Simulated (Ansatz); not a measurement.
A CCSD(T) single point on CH₉GaSi₂ (`[SiH3]C[SiH2][GaH2]`).

```yaml
crystal:
  periodic: [false, false, false]
  atoms:
    - {symbol: Si, position_ang: [-1.549678, 0.122475, 0.301753]}
    - {symbol: C, position_ang: [-0.277525, 1.323183, -0.324680]}
    - {symbol: Si, position_ang: [1.400935, 0.570443, 0.150988]}
    - {symbol: Ga, position_ang: [0.955834, -1.776609, -0.243610]}
    - {symbol: H, position_ang: [-2.928579, 0.290065, -0.226957]}
    - {symbol: H, position_ang: [-1.582762, 0.065724, 1.784390]}
    - {symbol: H, position_ang: [-1.115839, -1.265295, -0.149166]}
    - {symbol: H, position_ang: [-0.429448, 2.333703, 0.061898]}
    - {symbol: H, position_ang: [-0.342193, 1.362250, -1.417096]}
    - {symbol: H, position_ang: [2.495268, 1.166306, -0.668125]}
    - {symbol: H, position_ang: [1.679326, 0.909476, 1.575711]}
    - {symbol: H, position_ang: [0.787993, -2.243218, -1.739727]}
    - {symbol: H, position_ang: [0.906648, -2.858513, 0.894610]}
basis:
  gaussian: {orbitals: def2-SVP}
correlation: {method: ccsd_t}
```

```sh
$ ansatz run in.yaml --threads 4 --pin off --events-out ev --progress --plain --max-ram 10444MiB
```

The program prints (abridged):

```
Functional definition: HF
1266 factors; integrals over basis functions are off by at most 1.4e-3 eV
mean field evaluation 1: about -69216.4449 eV, gradient 2.4e1 eV
mean field evaluation 2: about -69216.4465 eV, gradient 2.4e1 eV
mean field evaluation 4: about -69218.6999 eV, gradient 3.4e0 eV
mean field evaluation 8: about -69218.7411 eV, gradient 1.4e-4 eV
mean field -69218.74112290 eV, -2543.7418181188 hartree, gradient 3.0e-6 eV, S^2 0.000000; 0 other end points of the search recorded, 0 dependent functions left out
20 core orbitals not correlated: weight in the atoms' cores, before any rotation towards them, 1.000 or more for the frozen orbitals, at most 0.000 for the correlated occupied ones
reference -69218.74112290 eV, -2543.7418181188 hartree; 17, 17 occupied and 90, 90 virtual orbitals, 1266 factors
second order -15.55695982 eV of doubles, -0.00000000 eV of singles
cycle   1  -16.36506749 eV  change   -8.1e-1 eV  update   1.1e-1
cycle   2  -17.01652131 eV  change   -6.5e-1 eV  update   3.5e-2
cycle   3  -17.11355363 eV  change   -9.7e-2 eV  update   1.5e-2
cycle   4  -17.10998282 eV  change    3.6e-3 eV  update   3.6e-3
cycle   5  -17.10916759 eV  change    8.2e-4 eV  update   1.2e-3
cycle   6  -17.10879482 eV  change    3.7e-4 eV  update   3.3e-4
cycle   7  -17.10870205 eV  change    9.3e-5 eV  update   1.0e-4
cycle   8  -17.10871054 eV  change   -8.5e-6 eV  update   3.0e-5
perturbative correction -0.52994358 eV, -0.0194750674 hartree
Total energy: -69236.37977702 eV, -2544.3900267018 hartree
```

It took 9 s on 4 threads of an Arm Neoverse V1 on a shared host, with 0.69 GiB of host memory at the peak.

MP2 recovers 88.2 % of the CCSD(T) correlation energy and the triples give 3.0 %; T1 = 0.0115.
